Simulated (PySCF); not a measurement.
**Zr: electron affinity**

Zr⁻ [Kr] 4d3 5s2 (4F) → Zr [Kr] 4d2 5s2 (3F), as a difference of total energies. All numbers are calculated (PySCF 2.14, a scalar-relativistic core potential, in def2-QZVPPD with the def2 core potential (28 electrons) (7s5p4d3f2g, 81 functions)). Correlated levels: valence and next inner shell: nothing frozen outside the core potential. The calculations carry no spin-orbit coupling.

```tsv
method	electron affinity (eV)	difference from reference (eV)
UHF	-0.479	-0.912
MP2 (valence and next inner shell)	0.107	-0.326
SCS-MP2 (valence and next inner shell)	-0.182	-0.615
CCSD (valence and next inner shell)	0.165	-0.268
CCSD(T) (valence and next inner shell)	0.277	-0.156
```

Reference: 0.433 eV (measured; photodetachment measurements, as compiled on the Wikipedia data page of electron affinities).

The reference lies between the lowest fine-structure levels, while these numbers refer to the centres of the terms.

Errors of the correlated levels include the incompleteness of this basis.

A negative affinity means that the anion lies above the atom at that level of theory.

The coupled-cluster amplitudes are large for Zr⁻ (T1 above 0.03 or a double amplitude above 0.15), so a single reference is strained.
